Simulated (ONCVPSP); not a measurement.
Mo (Z = 42): one change to an ONCV potential, before and after

```json
{
  "Element": "Mo (Z = 42)",
  "Generator": "ONCVPSP 4.0.1",
  "Type": "optimised norm-conserving Vanderbilt (ONCV)",
  "Functional": "PBE",
  "Relativity": "scalar-relativistic",
  "Frozen core": "[Ar] 3d10",
  "Valence charge": "14",
  "Reference configuration": "4s2 4p6 4d5 5s1",
  "Partial waves": "4s+5s: rc 1.75 bohr, ncon 3, nbas 7, qcut 5.4 1/bohr, 2 projectors; 4p: rc 1.25 bohr, ncon 4, nbas 7, qcut 6.7 1/bohr, 1 projector; 4d: rc 2.35 bohr, ncon 4, nbas 9, qcut 7.9 1/bohr, 2 projectors, debl 1.6 Ha",
  "Local potential": "polynomial inside 0.95 bohr (lpopt 2, dvloc0 -1 Ha)",
  "Core correction": "Teter function, fcfact 1.75, rcfact 1.05"
}
```

All-electron outer shells of the reference configuration (PBE, scalar-relativistic, ld1.x):

```
shell  level (eV)  outermost node (bohr)  outermost maximum (bohr)
   3d     -220.98                      –                      0.32
   4s      -64.35                   0.51                      0.99
   4p      -38.49                   0.52                      1.08
   5s       -4.09                   1.34                      2.93
   4d       -3.75                   0.53                      1.38
```

Change: d: qcut 4.7.

Cutoffs: the cutoffs (Ha) at which the residual kinetic energy of the hardest occupied pseudo-wave falls to 1 and 0.1 mHa per electron; they do not see the model core or the augmentation charge, which bear on the density cutoff. Errors are all-electron minus pseudo energies relative to the spin-unpolarised reference configuration.

**Question.** What does the change do?

**Answer.** The potential gets neither clearly harder nor softer (50 Ha and 90 Ha → 50 Ha and 90 Ha); the p channel sets the loose cutoff, while the largest relative change is in d, which becomes softer; of the 4 tests that both files solve, the error grows in 2 and shrinks in 2 by more than 15 % and 0.3 meV (median size 6.6 → 47.5 meV); neither file shows a bound ghost.

```csv
quantity,base,changed
"cutoff, loose",50 Ha,50 Ha
"cutoff, tight",90 Ha,90 Ha
loose cutoff by channel,"s 11 Ha, p 50 Ha, d 17 Ha","s 11 Ha, p 50 Ha, d 12 Ha"
bound ghosts,none,none
GHOST(+) flags under 300 eV,s at 132.3 eV,s at 132.3 eV
"error for 4s2 4p6 4d5 5s0, meV [ΔE 6.89 eV]",-2.4,-0.2
"error for 4s2 4p6 4d4 5s0, meV [ΔE 22.35 eV]",-1.2,+0.6
"error for 4s2 4p6 4d3 5s0, meV [ΔE 49.10 eV]",+11,+94
"error for 4s2 4p5 4d5 5s1, meV [ΔE 43.97 eV]",-32,-127
s: phases at 1.77 bohr within 0.05 rad from the reference energy up to (Ha; the scan ends near 5),3.7,3.7
p: phases at 1.27 bohr within 0.05 rad from the reference energy up to (Ha; the scan ends near 5),2.8,2.8
d: phases at 2.39 bohr within 0.05 rad from the reference energy up to (Ha; the scan ends near 5),to the end of the scan,4.8
"rms error of d²Exc/dni dnj with the model core, mHa",1.37,1.81
```
